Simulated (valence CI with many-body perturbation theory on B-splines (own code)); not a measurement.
# E1 transitions of Eu47+

Calculated by configuration interaction combined with many-body perturbation theory (CI+MBPT): six valence electrons over a frozen Dirac-Fock core [Ne], radial functions for each j: 9 s, 9 p, 8 d, 6 f, 3 g, 1 h, with the one-electron correlation potential Σ1 (screened to all orders), the two-electron term Σ2, the three-electron term Σ3, Breit, model QED; selected single and double excitations, second order for the rest, scaled by the run's own slope (own B-spline code, finite nucleus).

No measured spectrum was set against this ion. As an estimate, large intervals hold to a few tenths of a per cent, small ones and those within an open d or f shell to about a per cent. Among the levels kept, up to 1100 cm⁻¹ of a level comes from second order outside the variational space, and about a tenth of that is noise between levels of different J, which matters for small intervals.

Lines 101 to 136 of 136 in falling wavelength, among levels below 31.857 Ry, chosen from the strongest by gf and those to the six lowest levels. Wavelengths and rates use the calculated energies. Electric multipoles are in the length gauge with retardation, E1 and E2 with the static RPA response of the core. Weak lines are less certain than strong ones. Lines between different terms over intervals too small for the method are left out, as are lines whose strength nearly cancels. The highest levels of a list are the least certain.

Levels are named by their leading jj configuration (3d3/2^4 stands for four electrons in 3d with j = 3/2), which in mixed levels can hold well under half, so a name can repeat and another be missing. Letters in brackets count levels of one name in rising energy.

```
λ vac (Å)                               Upper                       Lower   A (s⁻¹)  S (a.u.) with core polarisation  S without
    50.79      (3s^2 3p1/2^2 3p3/2 3d5/2) J=1  (3s^2 3p1/2^2 3p3/2^2) J=0  1.13e+11                         2.18e-02   2.22e-02
    50.31  (3s^2 3p1/2 3p3/2^2 3d5/2) J=3 [b]    (3s^2 3p1/2 3p3/2^3) J=2  1.94e+09                         8.54e-04   8.67e-04
    49.85  (3s^2 3p1/2 3p3/2^2 3d5/2) J=2 [a]    (3s^2 3p1/2 3p3/2^3) J=1  8.40e+09                         2.57e-03   2.61e-03
    49.77  (3s^2 3p1/2 3p3/2^2 3d5/2) J=2 [b]    (3s^2 3p1/2 3p3/2^3) J=2  7.69e+10                         2.34e-02   2.38e-02
    49.25      (3s^2 3p1/2^2 3p3/2 3d5/2) J=3  (3s^2 3p1/2^2 3p3/2^2) J=2  2.41e+11                         9.95e-02   1.01e-01
    48.99  (3s^2 3p1/2 3p3/2^2 3d5/2) J=1 [b]    (3s^2 3p1/2 3p3/2^3) J=2  7.15e+10                         1.24e-02   1.26e-02
    48.48  (3s^2 3p1/2 3p3/2^2 3d5/2) J=3 [c]    (3s^2 3p1/2 3p3/2^3) J=2  3.20e+11                         1.26e-01   1.28e-01
    48.20  (3s^2 3p1/2 3p3/2^2 3d5/2) J=2 [b]    (3s^2 3p1/2 3p3/2^3) J=1  1.91e+11                         5.29e-02   5.36e-02
    47.69      (3s^2 3p1/2^2 3p3/2 3d5/2) J=1  (3s^2 3p1/2^2 3p3/2^2) J=2  3.79e+10                         6.09e-03   6.19e-03
    47.48  (3s^2 3p1/2 3p3/2^2 3d5/2) J=2 [c]    (3s^2 3p1/2 3p3/2^3) J=2  2.88e+11                         7.60e-02   7.72e-02
    47.47  (3s^2 3p1/2 3p3/2^2 3d5/2) J=1 [b]    (3s^2 3p1/2 3p3/2^3) J=1  2.96e+11                         4.68e-02   4.75e-02
    46.05  (3s^2 3p1/2 3p3/2^2 3d5/2) J=2 [c]    (3s^2 3p1/2 3p3/2^3) J=1  3.02e+11                         7.29e-02   7.40e-02
    40.72            (3s 3p1/2^2 3p3/2^3) J=2  (3s^2 3p1/2^2 3p3/2^2) J=2  2.74e+11                         4.56e-02   4.64e-02
    40.57            (3s 3p1/2^2 3p3/2^3) J=1  (3s^2 3p1/2^2 3p3/2^2) J=0  1.28e+11                         1.27e-02   1.29e-02
    38.57            (3s 3p1/2^2 3p3/2^3) J=1  (3s^2 3p1/2^2 3p3/2^2) J=2  2.16e+11                         1.84e-02   1.87e-02
    37.79  (3s^2 3p1/2 3p3/2^2 3d3/2) J=1 [a]  (3s^2 3p1/2^2 3p3/2^2) J=0  3.40e+10                         2.72e-03   2.76e-03
    36.20  (3s^2 3p1/2 3p3/2^2 3d3/2) J=2 [a]  (3s^2 3p1/2^2 3p3/2^2) J=2  5.31e+09                         6.22e-04   6.32e-04
    36.05  (3s^2 3p1/2 3p3/2^2 3d3/2) J=1 [a]  (3s^2 3p1/2^2 3p3/2^2) J=2  4.99e+10                         3.46e-03   3.52e-03
    35.53  (3s^2 3p1/2 3p3/2^2 3d3/2) J=3 [a]  (3s^2 3p1/2^2 3p3/2^2) J=2  1.36e+10                         2.11e-03   2.14e-03
    33.83  (3s^2 3p1/2 3p3/2^2 3d3/2) J=2 [b]  (3s^2 3p1/2^2 3p3/2^2) J=2  1.01e+11                         9.63e-03   9.79e-03
    33.52  (3s^2 3p1/2 3p3/2^2 3d3/2) J=1 [b]  (3s^2 3p1/2^2 3p3/2^2) J=0  5.62e+07                         3.13e-06   3.14e-06
    33.00  (3s^2 3p1/2 3p3/2^2 3d5/2) J=1 [a]  (3s^2 3p1/2^2 3p3/2^2) J=0  1.74e+10                         9.25e-04   9.40e-04
    32.85  (3s^2 3p1/2 3p3/2^2 3d3/2) J=3 [b]  (3s^2 3p1/2^2 3p3/2^2) J=2  6.28e+11                         7.68e-02   7.81e-02
    32.49  (3s^2 3p1/2 3p3/2^2 3d5/2) J=3 [a]  (3s^2 3p1/2^2 3p3/2^2) J=2  5.05e+11                         5.98e-02   6.08e-02
    32.43  (3s^2 3p1/2 3p3/2^2 3d3/2) J=1 [c]  (3s^2 3p1/2^2 3p3/2^2) J=0  1.40e+12                         7.06e-02   7.18e-02
    32.34  (3s^2 3p1/2 3p3/2^2 3d3/2) J=2 [c]  (3s^2 3p1/2^2 3p3/2^2) J=2  1.45e+12                         1.21e-01   1.23e-01
    32.14  (3s^2 3p1/2 3p3/2^2 3d3/2) J=1 [b]  (3s^2 3p1/2^2 3p3/2^2) J=2  1.39e+12                         6.84e-02   6.95e-02
    31.66  (3s^2 3p1/2 3p3/2^2 3d5/2) J=1 [a]  (3s^2 3p1/2^2 3p3/2^2) J=2  2.93e+11                         1.37e-02   1.40e-02
    31.13  (3s^2 3p1/2 3p3/2^2 3d3/2) J=1 [c]  (3s^2 3p1/2^2 3p3/2^2) J=2  1.88e+11                         8.40e-03   8.55e-03
    30.62  (3s^2 3p1/2 3p3/2^2 3d5/2) J=1 [b]  (3s^2 3p1/2^2 3p3/2^2) J=0  3.15e+10                         1.34e-03   1.36e-03
    30.37  (3s^2 3p1/2 3p3/2^2 3d5/2) J=2 [a]  (3s^2 3p1/2^2 3p3/2^2) J=2  1.16e+09                         8.03e-05   8.17e-05
    29.94  (3s^2 3p1/2 3p3/2^2 3d5/2) J=3 [b]  (3s^2 3p1/2^2 3p3/2^2) J=2  2.14e+07                         1.98e-06   2.00e-06
    29.75  (3s^2 3p1/2 3p3/2^2 3d5/2) J=2 [b]  (3s^2 3p1/2^2 3p3/2^2) J=2  2.34e+10                         1.52e-03   1.55e-03
    29.47  (3s^2 3p1/2 3p3/2^2 3d5/2) J=1 [b]  (3s^2 3p1/2^2 3p3/2^2) J=2  6.38e+10                         2.42e-03   2.46e-03
    29.28  (3s^2 3p1/2 3p3/2^2 3d5/2) J=3 [c]  (3s^2 3p1/2^2 3p3/2^2) J=2  1.83e+10                         1.59e-03   1.62e-03
    28.92  (3s^2 3p1/2 3p3/2^2 3d5/2) J=2 [c]  (3s^2 3p1/2^2 3p3/2^2) J=2  3.90e+07                         2.33e-06   2.35e-06
```
